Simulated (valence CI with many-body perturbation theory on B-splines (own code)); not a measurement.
# E1 line list for S XII

Computed by valence CI with perturbative core correlation (CI+MBPT): three valence electrons over a frozen Dirac-Fock core [He], a basis of 11 s, 11 p, 9 d, 7 f, 5 g, 2 h, 1 i functions for each j, with the one-electron correlation potential Σ1 (screened to all orders), the two-electron term Σ2, the three-electron term Σ3, Breit, model QED; selected single and double excitations, second order for the rest, scaled by the run's own slope (own B-spline code, finite nucleus).

No measured spectrum was set against this ion. As an estimate, levels of excited configurations hold to 0.05 to 0.15 % of their energy, terms of the ground configuration to about 0.5 %.

Lines 51 to 100 of 240 in falling wavelength, among levels below 393.56 eV, chosen from the strongest by gf and those to the six lowest levels. Wavelengths and rates use the calculated energies, so an error of 300 cm⁻¹ moves a line at 299.7 Å by 0.09 % and its rate by three times that or more. Electric multipoles are in the length gauge, E1 and E2 with the static RPA response of the core. Weak lines are less certain than strong ones. Lines between different terms over intervals too small for the method are left out, as are lines whose strength nearly cancels. Where a level lies close to another of its J and parity, the split of strength between their lines is uncertain. The highest levels of a list are the least certain.

Names give the largest LS component (configuration and term), which can be under half, so a name can repeat, a term be missing and a line seem to break the LS rules; names also repeat where a configuration has a term twice. Letters in brackets count levels of one name in rising energy.

```tsv
λ vac (Å)	Upper	Lower	A (s⁻¹)	log gf	Branch %
299.7	2s 2p2 2D_3/2	2s2 2p 2P°_3/2	2.86e+08	-1.81	10.0
299.5	2s 2p2 2D_5/2	2s2 2p 2P°_3/2	2.52e+09	-0.69	100.0
297.5	2p3 2P°_3/2	2s 2p2 2S_1/2	2.30e+09	-0.91	14.2
295.2	2p2 3s 4P_3/2	2s 2p 3s 4P°_5/2	2.93e+09	-0.81	1.5
292.3	2p2 3s 4P_1/2	2s 2p 3s 4P°_3/2	5.62e+09	-0.84	2.9
291.4	2p3 2D°_3/2	2s 2p2 2D_3/2	4.42e+09	-0.65	63.3
291.2	2p3 2D°_5/2	2s 2p2 2D_5/2	5.15e+09	-0.41	73.2
290.9	2p3 2D°_5/2	2s 2p2 2D_3/2	5.16e+08	-1.41	7.3
289.5	2p2 3s 2P_3/2	2s 2p 3s 2P°_3/2 [a]	7.97e+09	-0.40	1.9
289.3	2p2 3s 4P_5/2	2s 2p 3s 4P°_5/2	4.83e+09	-0.44	2.4
288.4	2s 2p2 2D_3/2	2s2 2p 2P°_1/2	2.56e+09	-0.89	90.0
288.2	2p2 3s 2P_1/2	2s 2p 3s 2P°_1/2 [a]	7.05e+09	-0.76	1.6
284.8	2p2 3s 4P_3/2	2s 2p 3s 4P°_1/2	3.05e+09	-0.83	1.5
282.6	2p2 3s 4P_5/2	2s 2p 3s 4P°_3/2	2.24e+09	-0.79	1.1
282.2	2p2 3s 2P_3/2	2s 2p 3s 2P°_1/2 [a]	1.96e+09	-1.03	0.5
263.2	2s 2p 3d 2F°_7/2 [b]	2s2 3d 2D_5/2	3.25e+09	-0.57	0.2
262.3	2s 2p 3d 2F°_5/2 [b]	2s2 3d 2D_3/2	3.07e+09	-0.72	0.2
254.6	2s 2p 3d 2D°_3/2	2s2 3d 2D_3/2	7.90e+09	-0.51	0.3
254.4	2s 2p 3d 2D°_5/2 [b]	2s2 3d 2D_5/2	8.27e+09	-0.32	0.4
254.2	2s 2p 3p 2D_5/2 [b]	2s2 3p 2P°_3/2	6.06e+09	-0.45	6.9
253.2	2s 2p 3p 2P_3/2 [b]	2s2 3p 2P°_3/2	8.40e+09	-0.49	2.8
253.1	2s 2p 3p 2P_1/2 [b]	2s2 3p 2P°_1/2	6.89e+09	-0.88	1.9
252.9	2s 2p 3p 2D_3/2 [b]	2s2 3p 2P°_1/2	6.62e+09	-0.60	4.4
251.5	2s 2p 3s 2P°_3/2 [b]	2s2 3s 2S_1/2	4.02e+09	-0.82	0.4
251.2	2s 2p 3s 2P°_1/2 [b]	2s2 3s 2S_1/2	8.77e+09	-0.78	1.7
250.5	2s 2p 3s 2P°_3/2 [c]	2s2 3s 2S_1/2	4.57e+09	-0.76	0.6
247.1	2p3 4S°_3/2	2s 2p2 4P_5/2	9.27e+09	-0.47	48.4
244.9	2s 2p 3d 2P°_1/2 [b]	2s2 3d 2D_3/2	1.13e+10	-0.69	0.6
244.8	2s 2p 3d 2P°_3/2 [b]	2s2 3d 2D_5/2	1.01e+10	-0.44	0.6
243.0	2p3 4S°_3/2	2s 2p2 4P_3/2	6.51e+09	-0.64	34.0
241.1	2s 2p 3p 2S_1/2 [b]	2s2 3p 2P°_3/2	7.61e+09	-0.88	5.3
240.2	2p3 4S°_3/2	2s 2p2 4P_1/2	3.38e+09	-0.93	17.6
234.4	2s 2p2 2S_1/2	2s2 2p 2P°_3/2	3.35e+09	-1.26	28.4
234.0	2p3 2P°_1/2	2s 2p2 2D_3/2	9.50e+09	-0.81	57.8
233.1	2p3 2P°_3/2	2s 2p2 2D_5/2	7.34e+09	-0.62	45.3
233.0	2p3 2P°_3/2	2s 2p2 2D_3/2	1.25e+09	-1.39	7.7
227.4	2s 2p2 2S_1/2	2s2 2p 2P°_1/2	8.47e+09	-0.88	71.6
221.3	2s 2p2 2P_1/2	2s2 2p 2P°_3/2	1.09e+10	-0.79	54.8
218.1	2s 2p2 2P_3/2	2s2 2p 2P°_3/2	1.77e+10	-0.30	84.1
215.1	2s 2p2 2P_1/2	2s2 2p 2P°_1/2	9.00e+09	-0.90	45.2
212.0	2s 2p2 2P_3/2	2s2 2p 2P°_1/2	3.35e+09	-1.04	15.9
206.1	2p3 2D°_5/2	2s 2p2 4P_5/2	3.15e+07	-2.92	0.4
203.5	2p3 2D°_3/2	2s 2p2 4P_3/2	1.45e+07	-3.44	0.2
173.2	2p3 2P°_3/2	2s 2p2 4P_3/2	1.48e+07	-3.58	0.1
43.35	2s2 3p 2P°_1/2	2s 2p2 2D_3/2	2.26e+10	-1.90	81.0
43.28	2s2 3p 2P°_3/2	2s 2p2 2D_3/2	2.03e+09	-2.64	7.2
41.95	2p2 3s 2P_3/2	2p3 2P°_3/2	1.13e+11	-0.92	26.4
41.40	2s 2p 3s 4P°_3/2	2s 2p2 2D_3/2	2.88e+08	-3.53	0.1
40.68	2s 2p 3s 2P°_1/2 [a]	2s 2p2 2D_3/2	1.95e+11	-1.01	71.2
40.61	2p2 3s 2P_1/2	2p3 2D°_3/2	2.20e+11	-0.96	51.0
```
